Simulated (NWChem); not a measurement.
System: CH6GeO; SMILES C[O][GeH3]

Excerpt of the output:

```
             Northwest Computational Chemistry Package (NWChem) 7.3.0
             --------------------------------------------------------

                             Geometry "geometry" -> ""
                             -------------------------

 Output coordinates in angstroms (scale by  1.889725989 to convert to a.u.)

  No.       Tag          Charge          X              Y              Z
 ---- ---------------- ---------- -------------- -------------- --------------
    1 Ge                  32.0000    -0.00020500     0.70588500     0.00000000
    2 O                    8.0000    -0.65774300    -0.97387900     0.00000000
    3 C                    6.0000     0.26103600    -2.04630700     0.00000000
    4 H                    1.0000    -1.25554600     1.60395200     0.00000000
    5 H                    1.0000     0.86907900     0.91875100     1.27404500
    6 H                    1.0000     0.86907900     0.91875100    -1.27404500
    7 H                    1.0000     0.92232300    -2.05341300     0.90110600
    8 H                    1.0000    -0.31341300    -2.99693400     0.00000000
    9 H                    1.0000     0.92232300    -2.05341300    -0.90110600

 Effective nuclear repulsion energy (a.u.)     203.0087926380

                              NWChem Property Module
                              ----------------------

                                 NWChem DFT Module
                                 -----------------

 Summary of "ao basis" -> "ao basis" (spherical)
 ------------------------------------------------------------------------------
       Tag                 Description            Shells   Functions and Types
 ---------------- ------------------------------  ------  ---------------------
 Ge                        def2-svpd                14       38   6s4p4d
 O                         def2-svpd                 9       23   4s3p2d
 C                         def2-svpd                 8       20   4s2p2d
 H                         def2-svpd                 4        8   2s2p

            General Information
            -------------------
          SCF calculation type: DFT
          Wavefunction type:  closed shell.
          No. of atoms     :     9
          No. of electrons :    52
           Alpha electrons :    26
            Beta electrons :    26
          Charge           :     0
          Spin multiplicity:     1
          Use of symmetry is: off; symmetry adaption is: off
          Maximum number of iterations: 150
          AO basis - number of functions:   129
                     number of shells:    55
          Convergence on energy requested:  1.00D-06
          Convergence on density requested:  1.00D-05
          Convergence on gradient requested:  5.00D-04

              XC Information
              --------------
                        Slater Exchange Functional  1.000 local
                      VWN V Correlation Functional  1.000 local

             Grid Information
             ----------------
          Grid used for XC integration:  medium
          Radial quadrature: Mura-Knowles
          Angular quadrature: Lebedev.
          Tag              B.-S. Rad. Rad. Pts. Rad. Cut. Ang. Pts.
          ---              ---------- --------- --------- ---------
          Ge                  1.25      112          11.0       590
          O                   0.60       49          10.0       434
          C                   0.70       49          11.0       434
          H                   0.35       45          12.0       434
          Grid pruning is: on
          Number of quadrature shells:   480
          Spatial weights used:  Erf1

      Superposition of Atomic Density Guess
      -------------------------------------

 Sum of atomic energies:       -2190.35866016

      Non-variational initial energy
      ------------------------------

 Total energy =   -2191.535664
 1-e energy   =   -3455.103656
 2-e energy   =    1060.559199
 HOMO         =      -0.363285
 LUMO         =       0.024758

   convergence    iter        energy       DeltaE   RMS-Dens  Diis-err
 ---------------- ----- ----------------- --------- --------- ---------
 d= 0,ls=0.0,diis     1  -2189.4117501378 -2.39D+03  1.83D-02  9.42D-01
 d= 0,ls=0.0,diis     2  -2189.1454377733  2.66D-01  1.15D-02  3.38D+00
 d= 0,ls=0.0,diis     3  -2189.4746054230 -3.29D-01  2.59D-03  2.33D-01
 d= 0,ls=0.0,diis     4  -2189.4945841012 -2.00D-02  8.70D-04  1.94D-02
 d= 0,ls=0.0,diis     5  -2189.4964667159 -1.88D-03  3.12D-04  2.59D-03
  Resetting Diis
 d= 0,ls=0.0,diis     6  -2189.4968046750 -3.38D-04  6.19D-05  6.03D-05
 d= 0,ls=0.0,diis     7  -2189.4968113686 -6.69D-06  3.11D-05  3.45D-06
 d= 0,ls=0.0,diis     8  -2189.4968103996  9.69D-07  1.93D-05  1.35D-05
 d= 0,ls=0.0,diis     9  -2189.4968117463 -1.35D-06  5.46D-06  6.51D-07
 d= 0,ls=0.0,diis    10  -2189.4968118128 -6.64D-08  8.63D-07  2.22D-08

         Total DFT energy =    -2189.496811812763
      One electron energy =    -3456.158001654295
           Coulomb energy =     1154.684641230164
    Exchange-Corr. energy =      -91.032244026649
 Nuclear repulsion energy =      203.008792638018

 Numeric. integr. density =       52.000006391621

                       DFT Final Molecular Orbital Analysis
                       ------------------------------------

[...]

 DFT Linear Response polarizability / au
 Frequency  =       0.0000000 / au
              X              Y              Z
 -----------------------------------------------
 X      50.3597886     -1.8758410     -0.0000000
 Y      -1.8758135     61.4175996     -0.0000001
 Z      -0.0000000     -0.0000001     50.0084456
 -----------------------------------------------
 Eigenvalues =      50.0502375     61.7271507     50.0084456
 Isotropic   =      53.9286113
 Anisotropic =      11.6978652
 -----------------------------------------------

 Magnetic Dipole Response Matrix (nonzero elements):

 Exiting AOResponse driver routine
```

Level: LDA (Slater exchange, VWN5)/def2-SVPD. Geometry: optimised at PBE-D3(BJ)/def2-SVP.

Write an input that gives this output.

One answer among several that fit: the input that was run:
```
start job
memory heap 200 mb stack 900 mb global 1100 mb
geometry units angstroms noautosym nocenter noautoz
  Ge    -0.000205     0.705885     0.000000
  O     -0.657743    -0.973879     0.000000
  C      0.261036    -2.046307     0.000000
  H     -1.255546     1.603952     0.000000
  H      0.869079     0.918751     1.274045
  H      0.869079     0.918751    -1.274045
  H      0.922323    -2.053413     0.901106
  H     -0.313413    -2.996934     0.000000
  H      0.922323    -2.053413    -0.901106
end
basis spherical
  Ge library def2-svpd
  O library def2-svpd
  C library def2-svpd
  H library def2-svpd
end
dft
  xc slater vwn_5
  iterations 150
end
property
  response 1 0.0
end
task dft property
```
